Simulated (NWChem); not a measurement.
System: SiNH2Cl3; SMILES N[Si](Cl)(Cl)Cl

Input file for NWChem:

```
start job
memory heap 200 mb stack 900 mb global 1100 mb
geometry units angstroms noautoz
  N     -0.273795     1.944592     0.000000
  Si    -0.031370     0.267102     0.000000
  Cl    -0.892594    -0.507801     1.686821
  Cl    -0.892594    -0.507801    -1.686821
  Cl     1.935330    -0.339513     0.000000
  H     -0.127201     2.486848     0.843997
  H     -0.127201     2.486848    -0.843997
end
basis spherical
  * library 6-31g*
end
dft
  xc pbe0
  iterations 150
  mulliken
end
task dft energy
```

Parts of the log:

```
             Northwest Computational Chemistry Package (NWChem) 7.3.0
             --------------------------------------------------------

 CS  symmetry detected

                             Geometry "geometry" -> ""
                             -------------------------

 Output coordinates in angstroms (scale by  1.889725989 to convert to a.u.)

  No.       Tag          Charge          X              Y              Z
 ---- ---------------- ---------- -------------- -------------- --------------
    1 N                    7.0000    -0.26489667     1.95532637     0.00000000
    2 Si                  14.0000    -0.02944035     0.27684404     0.00000000
    3 Cl                  17.0000    -0.89387508    -0.49447562    -1.68682100
    4 Cl                  17.0000    -0.89387508    -0.49447562     1.68682100
    5 Cl                  17.0000     1.93472343    -0.33793340     0.00000000
    6 H                    1.0000    -0.11605195     2.49696889    -0.84399700
    7 H                    1.0000    -0.11605195     2.49696889     0.84399700

 Effective nuclear repulsion energy (a.u.)     443.1993280471

      Symmetry information
      --------------------

 Group name             Cs
 Group number              2
 Group order               2
 No. of unique centers     5

                                 NWChem DFT Module
                                 -----------------

 Summary of "ao basis" -> "ao basis" (spherical)
 ------------------------------------------------------------------------------
       Tag                 Description            Shells   Functions and Types
 ---------------- ------------------------------  ------  ---------------------
 N                           6-31g*                  6       14   3s2p1d
 Si                          6-31g*                  8       18   4s3p1d
 Cl                          6-31g*                  8       18   4s3p1d
 H                           6-31g*                  2        2   2s

      Symmetry analysis of basis
      --------------------------

        a'         56
        a"         34

            General Information
            -------------------
          SCF calculation type: DFT
          Wavefunction type:  closed shell.
          No. of atoms     :     7
          No. of electrons :    74
           Alpha electrons :    37
            Beta electrons :    37
          Charge           :     0
          Spin multiplicity:     1
          Use of symmetry is: on ; symmetry adaption is: on
          Maximum number of iterations: 150
          AO basis - number of functions:    90
                     number of shells:    42
          Convergence on energy requested:  1.00D-06
          Convergence on density requested:  1.00D-05
          Convergence on gradient requested:  5.00D-04

              XC Information
              --------------
                         PBE0 Method XC Functional
                     Hartree-Fock (Exact) Exchange  0.250
          PerdewBurkeErnzerhof Exchange Functional  0.750
            Perdew 1991 LDA Correlation Functional  1.000 local
           PerdewBurkeErnz. Correlation Functional  1.000 non-local

             Grid Information
             ----------------
          Grid used for XC integration:  medium
          Radial quadrature: Mura-Knowles
          Angular quadrature: Lebedev.
          Tag              B.-S. Rad. Rad. Pts. Rad. Cut. Ang. Pts.
          ---              ---------- --------- --------- ---------
          N                   0.65       49           9.0       434
          Si                  1.10       88           8.0       590
          Cl                  1.00       88          10.0       590
          H                   0.35       45          10.0       434
          Grid pruning is: on
          Number of quadrature shells:   358
          Spatial weights used:  Erf1

      Superposition of Atomic Density Guess
      -------------------------------------

 Sum of atomic energies:       -1722.45925900

      Non-variational initial energy
      ------------------------------

 Total energy =   -1724.034854
 1-e energy   =   -3264.354627
 2-e energy   =    1097.120445
 HOMO         =      -0.358519
 LUMO         =       0.044405

      Symmetry analysis of molecular orbitals - initial
      -------------------------------------------------

  Numbering of irreducible representations:

     1 a'          2 a"

  Orbital symmetries:

     1 a'          2 a"          3 a'          4 a'          5 a'
     6 a'          7 a"          8 a'          9 a'         10 a"
    11 a'         12 a'         13 a'         14 a"         15 a"
    16 a"         17 a'         18 a'         19 a'         20 a"
    21 a'         22 a'         23 a'         24 a"         25 a'
    26 a'         27 a"         28 a'         29 a'         30 a"
    31 a'         32 a"         33 a'         34 a'         35 a"
    36 a"         37 a'         38 a'         39 a'         40 a"
    41 a'         42 a"         43 a'         44 a'         45 a'
    46 a"         47 a'

     ---------------------------------------------
      Total Density - Mulliken Population Analysis
     ---------------------------------------------

    Atom       Charge   Shell Charges
 -----------   ------   -------------------------------------------------------
    1 N    7     8.18   2.00  0.82  2.67  0.81  1.87  0.01
    2 Si  14    12.57   2.00  2.00  5.97  0.80  1.19  0.07  0.28  0.26
    3 Cl  17    17.38   2.00  2.00  5.98  1.37  3.70  0.57  1.75  0.01
    4 Cl  17    17.38   2.00  2.00  5.98  1.37  3.70  0.57  1.75  0.01
    5 Cl  17    17.40   2.00  2.00  5.98  1.37  3.71  0.57  1.76  0.01
    6 H    1     0.55   0.40  0.15
    7 H    1     0.55   0.40  0.15

   convergence    iter        energy       DeltaE   RMS-Dens  Diis-err
 ---------------- ----- ----------------- --------- --------- ---------
 d= 0,ls=0.0,diis     1  -1725.4328091625 -2.17D+03  1.51D-02  6.79D-01
 d= 0,ls=0.0,diis     2  -1725.4217425159  1.11D-02  8.45D-03  7.00D-01
 d= 0,ls=0.0,diis     3  -1725.5150331057 -9.33D-02  1.11D-03  1.56D-02
 d= 0,ls=0.0,diis     4  -1725.5170470713 -2.01D-03  2.23D-04  3.64D-04
 d= 0,ls=0.0,diis     5  -1725.5170823922 -3.53D-05  7.86D-05  9.07D-05
  Resetting Diis
 d= 0,ls=0.0,diis     6  -1725.5170930174 -1.06D-05  1.14D-05  1.16D-06
 d= 0,ls=0.0,diis     7  -1725.5170931504 -1.33D-07  6.67D-06  8.33D-08

         Total DFT energy =    -1725.517093150444
      One electron energy =    -3266.685652857141
           Coulomb energy =     1210.854217253418
    Exchange-Corr. energy =     -112.884985593821
 Nuclear repulsion energy =      443.199328047100

 Numeric. integr. density =       73.999999270079

                  Occupations of the irreducible representations
                  ----------------------------------------------

                     irrep           alpha         beta
                     --------     --------     --------
                     a'               24.0         24.0
                     a"               13.0         13.0

                       DFT Final Molecular Orbital Analysis
                       ------------------------------------

 Vector   35  Occ=2.000000D+00  E=-3.513173D-01  Symmetry=a"
              MO Center= -7.4D-01, -4.2D-01, -1.4D-13, r^2= 4.3D+00
   Bfn.  Coefficient  Atom+Function         Bfn.  Coefficient  Atom+Function
  ----- ------------  ---------------      ----- ------------  ---------------
    40      0.400062  3 Cl py                58     -0.400062  4 Cl py
    41     -0.320602  3 Cl pz                59     -0.320602  4 Cl pz
    44      0.211176  3 Cl py                62     -0.211176  4 Cl py
    45     -0.173209  3 Cl pz                63     -0.173209  4 Cl pz
    36     -0.155929  3 Cl py                54      0.155929  4 Cl py

 Vector   36  Occ=2.000000D+00  E=-3.358744D-01  Symmetry=a"
              MO Center=  3.3D-01, -4.2D-01, -7.4D-12, r^2= 4.8D+00
   Bfn.  Coefficient  Atom+Function         Bfn.  Coefficient  Atom+Function
  ----- ------------  ---------------      ----- ------------  ---------------
    77      0.500122  5 Cl pz                39      0.378037  3 Cl px
    57     -0.378037  4 Cl px                81      0.268780  5 Cl pz
    43      0.205542  3 Cl px                61     -0.205542  4 Cl px
    73     -0.194220  5 Cl pz                41     -0.149674  3 Cl pz
    59     -0.149674  4 Cl pz                35     -0.146573  3 Cl px

 Vector   37  Occ=2.000000D+00  E=-3.075222D-01  Symmetry=a'
              MO Center=  1.0D-03,  1.3D+00,  1.1D-12, r^2= 3.0D+00
   Bfn.  Coefficient  Atom+Function         Bfn.  Coefficient  Atom+Function
  ----- ------------  ---------------      ----- ------------  ---------------
     3      0.513746  1 N  px                 7      0.434662  1 N  px
    76     -0.319448  5 Cl py                80     -0.181800  5 Cl py
    72      0.123273  5 Cl py                40      0.118854  3 Cl py
    58      0.118854  4 Cl py                25      0.111236  2 Si px
    39     -0.103996  3 Cl px                57     -0.103996  4 Cl px

 Vector   38  Occ=0.000000D+00  E= 3.575854D-04  Symmetry=a'
              MO Center=  3.7D-02, -1.7D-01,  3.7D-14, r^2= 4.5D+00
   Bfn.  Coefficient  Atom+Function         Bfn.  Coefficient  Atom+Function
  ----- ------------  ---------------      ----- ------------  ---------------
    24      1.336522  2 Si s                 20      0.704562  2 Si s
    79      0.481022  5 Cl px                78     -0.470289  5 Cl s
    42     -0.442600  3 Cl s                 60     -0.442600  4 Cl s
     6     -0.434402  1 N  s                 45     -0.410918  3 Cl pz
    63      0.410918  4 Cl pz                26     -0.371057  2 Si py

 Vector   39  Occ=0.000000D+00  E= 3.651023D-02  Symmetry=a"
              MO Center=  7.3D-02,  4.2D-01, -2.9D-14, r^2= 4.3D+00
   Bfn.  Coefficient  Atom+Function         Bfn.  Coefficient  Atom+Function
  ----- ------------  ---------------      ----- ------------  ---------------
    27      1.308954  2 Si pz                42      0.674246  3 Cl s
    60     -0.674246  4 Cl s                 23      0.670876  2 Si pz
    88      0.383533  6 H  s                 90     -0.383533  7 H  s
    81     -0.307946  5 Cl pz                43      0.295937  3 Cl px
    61     -0.295937  4 Cl px                44      0.271889  3 Cl py

 Vector   40  Occ=0.000000D+00  E= 4.537019D-02  Symmetry=a'
              MO Center=  1.3D-01,  1.1D+00,  2.0D-14, r^2= 4.8D+00
   Bfn.  Coefficient  Atom+Function         Bfn.  Coefficient  Atom+Function
  ----- ------------  ---------------      ----- ------------  ---------------
     6      1.248580  1 N  s                 26     -0.935871  2 Si py
    88     -0.447688  6 H  s                 90     -0.447688  7 H  s
    22     -0.408769  2 Si py                25     -0.376203  2 Si px
    24     -0.345951  2 Si s                 80      0.264565  5 Cl py
    42     -0.263126  3 Cl s                 60     -0.263126  4 Cl s

     ---------------------------------------------
      Total Density - Mulliken Population Analysis
     ---------------------------------------------

    Atom       Charge   Shell Charges
 -----------   ------   -------------------------------------------------------
    1 N    7     7.87   2.00  0.76  2.54  0.84  1.72  0.02
    2 Si  14    13.28   2.00  2.00  5.96  0.95  1.70 -0.03  0.30  0.39
    3 Cl  17    17.21   2.00  2.00  5.97  1.40  3.64  0.56  1.62  0.02
    4 Cl  17    17.21   2.00  2.00  5.97  1.40  3.64  0.56  1.62  0.02
    5 Cl  17    17.21   2.00  2.00  5.97  1.39  3.64  0.56  1.62  0.02
    6 H    1     0.62   0.49  0.13
    7 H    1     0.62   0.49  0.13

     -------------------------------------------
      Total Density - Lowdin Population Analysis
     -------------------------------------------

    Atom       Charge   Shell Charges
 -----------   ------   -------------------------------------------------------
    1 N    7     7.62   1.99  0.70  2.39  0.57  1.95  0.03
    2 Si  14    13.58   2.00  1.97  5.88  0.61  1.51  0.28  0.79  0.54
    3 Cl  17    17.11   2.00  1.99  5.91  1.17  3.37  0.64  2.00  0.02
    4 Cl  17    17.11   2.00  1.99  5.91  1.17  3.37  0.64  2.00  0.02
    5 Cl  17    17.13   2.00  1.99  5.91  1.17  3.37  0.65  2.02  0.02
    6 H    1     0.72   0.46  0.26
    7 H    1     0.72   0.46  0.26

     Multipole analysis of the density
     ---------------------------------

     L   x y z        total         alpha         beta         nuclear
     -   - - -        -----         -----         ----         -------
     0   0 0 0     -0.000000    -37.000000    -37.000000     74.000000

     1   1 0 0      0.099585      0.049792      0.049792      0.000000
     1   0 1 0      1.171340      0.585670      0.585670     -0.000000
     1   0 0 1     -0.000000     -0.000000     -0.000000      0.000000

     2   2 0 0    -45.270898   -185.708678   -185.708678    326.146458
     2   1 1 0      0.818330      1.134318      1.134318     -1.450306
     2   1 0 1      0.000000      0.000000      0.000000      0.000000
     2   0 2 0    -36.962367   -108.758410   -108.758410    180.554454
     2   0 1 1      0.000000      0.000000      0.000000      0.000000
     2   0 0 2    -42.397785   -196.479361   -196.479361    350.560937
```

Level: PBE0/6-31G* (spherical d). Geometry: optimised at PBE0/def2-SVP.
